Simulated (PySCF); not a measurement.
C₂H₃ClF₂Si, SMILES F/C=C\[Si@H](F)Cl. Heavy atoms are numbered as in [F:1]/[CH:2]=[CH:3]\[Si@H:4]([F:5])[Cl:6]. Hydrogens are named by the atom that carries them.

Coordinates come from a PBE0-D3(BJ)/def2-SVP optimisation. The structure was generated by enumeration; whether it is a known compound was not checked. One conformer was computed; it need not be the lowest.

Calculation: HF/pcSseg-1 (PySCF).

GIAO shieldings, no solvent; atoms alike by connectivity are averaged. δ = σ(ref) − σ: ¹⁹F against CFCl3 (σ = 238.5 ppm); ¹³C against TMS (σ = 192.6 ppm); ²⁹Si against TMS (σ = 393.8 ppm); ³⁵Cl against HCl (σ = 958.2 ppm); ¹H against TMS (σ = 31.99 ppm), references at their B3LYP-D3(BJ)/def2-TZVP geometries, non-relativistic (without spin–orbit terms, shifts of atoms bonded to Cl or Br come out too high).

```
atoms      nucleus  count  δ (ppm)
---------  -------  -----  -------
F1             ¹⁹F      1    -76.2
F5             ¹⁹F      1      [?]
C2 (CH)        ¹³C      1    173.9
C3 (CH)        ¹³C      1    107.7
Si4 (SiH)     ²⁹Si      1      [?]
Cl6           ³⁵Cl      1      [?]
H on C2         ¹H      1      [?]
H on Si4        ¹H      1     5.52
H on C3         ¹H      1     5.21
```

**Question.** Complete the blanks. (Estimate from the structure and the level; the computed values follow.)

**Answer.** 
- Si4 (SiH), δ (ppm): -12.6
- Cl6, δ (ppm): 5.9
- H on C2, δ (ppm): 7.39
- F5, δ (ppm): -121.4
